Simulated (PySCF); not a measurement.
# Working out the ionisation energy of C(2+)

C(2+) [He] 2s2 (1S) → C(3+) [He] 2s1 (2S). Computed with PySCF 2.14 in x2c-QZVPPall (7s4p3d2f1g, 57 functions), with scalar relativity by spin-free X2C-1e. Frozen: nothing. Energies in hartree (1 hartree = 27.21139 eV):

| part | C(2+) (lower) | C(3+) (upper) |
| --- | --- | --- |
| UHF | -36.423673 | -34.740630 |
| CCSD correlation | -0.092809 | -0.019032 |
| (T) | -0.000448 | -0.000011 |

Question: What does Hartree-Fock give?

Answer: (-34.740630) − (-36.423673) = 1.683043 hartree = 45.798 eV.

Question: What do CCSD and CCSD(T) give?

Answer: The CCSD correlation energies differ by 0.073777 hartree = 2.008 eV and the triples by 0.000437 hartree = 0.012 eV, so CCSD gives 47.806 eV and CCSD(T) 47.818 eV.

Measured between the centres of the two terms (NIST): 47.888 eV, so CCSD(T) (valence and next inner shell) is off by -0.070 eV.

The coupled-cluster amplitudes are large, so a single reference is strained.

What remains against the reference includes basis incompleteness and higher excitations.
